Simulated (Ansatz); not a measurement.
`PB1C[SiH]1[ZnH]` + H₂ → `PB1C[SiH2]1` + `[ZnH2]`  (hydrogenolysis of the Si–Zn bond)

Calculated with Ansatz (gas phase, PBE0-D4/def2-TZVP geometries, no zero-point term in ΔE). CBS: MP2 limit from def2 TZ/QZ plus the TZ coupled-cluster correction, frozen cores. This one scheme is used for every species. Functionals use def2-TZVPP. B3LYP here is the variant with VWN-RPA as its local correlation; programs differ in this. For Zn outer-core shells are correlated without core-valence functions, which leaves a few kJ/mol of doubt a bond. Scalar relativity is left out up to krypton. One conformer a species, not always the lowest.

Problem. Is it downhill or uphill in electronic energy at CCSD(T)/CBS, and by how much? (Best estimate.)

Solution. Computed: Uphill: ΔE = +31.5 kJ/mol.

Problem. What do these levels give: LDA (SPW92), PBE0-D4, ωB97M-V, B2PLYP, PBE, revPBE, PBE0, B3LYP, BHLYP, LC-ωPBE, CCSD(T)/def2-TZVPP, HF/def2-QZVPP? (Best estimate.)

Solution. The calculation gave: LDA (SPW92) 31.0, PBE0-D4 32.8, ωB97M-V 22.6, B2PLYP 23.6, PBE 33.9, revPBE 33.3, PBE0 29.1, B3LYP 19.9, BHLYP 13.5, LC-ωPBE 19.0, CCSD(T)/def2-TZVPP 26.6, HF/def2-QZVPP 0.2 kJ/mol.

Largest T1 diagnostic among the species: 0.017.

Leaving LDA and LC-ωPBE aside and taking each functional with its dispersion term where it has one, the values, not all of them listed here, spread over 22.1 kJ/mol, from CAM-B3LYP-D4 to revPBE-D4. In def2-TZVPP, CCSD(T) changes the Hartree–Fock value by +26.1 kJ/mol (the triples alone add +6.1 kJ/mol) and MP2 by +31.7 kJ/mol.
